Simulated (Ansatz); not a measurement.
Start from `N#COBO` and change one atom or group to get `OBOBF`.

Ansatz, PBE0-D4/def2-TZVP geometries, multiplicity 1. Each molecule was computed in one conformer, which needn't be the lowest.

```tsv
property	`N#COBO`
HOMO–LUMO gap (PBE/def2-TZVPP) / eV	6.00
HOMO energy (B3LYP/def2-TZVPP) / eV	-8.75
HOMO energy (PBE/def2-TZVPP) / eV	-7.59
size of the dipole moment (ωB97M-V/def2-TZVPP) / D	5.09
HOMO–LUMO gap (ωB97M-V/def2-TZVPP) / eV	12.69
HOMO–LUMO gap (PBE0/def2-TZVPP) / eV	8.44
```

Task: What does the change do to each property? (An estimate is asked.)

Result: Computed: 
| property | `OBOBF` | shift |
| --- | --- | --- |
| HOMO–LUMO gap (PBE/def2-TZVPP) / eV | 6.80 | 0.80 |
| HOMO energy (B3LYP/def2-TZVPP) / eV | -9.33 | -0.58 |
| HOMO energy (PBE/def2-TZVPP) / eV | -7.97 | -0.38 |
| size of the dipole moment (ωB97M-V/def2-TZVPP) / D | 2.01 | -3.08 |
| HOMO–LUMO gap (ωB97M-V/def2-TZVPP) / eV | 13.76 | 1.07 |
| HOMO–LUMO gap (PBE0/def2-TZVPP) / eV | 9.43 | 0.99 |

With PBE0 the HOMO falls by 0.55 eV and the LUMO rises by 0.44 eV, so the gap widens by about 0.99 eV. PBE moves the HOMO by -0.38 eV and ωB97M-V by -0.61 eV. The zero-point energy changes by 19.7 kJ/mol with +3 modes. Dipoles are sizes alone; their direction can turn.

B3LYP here is the variant with VWN-RPA as its local correlation; programs differ in this.
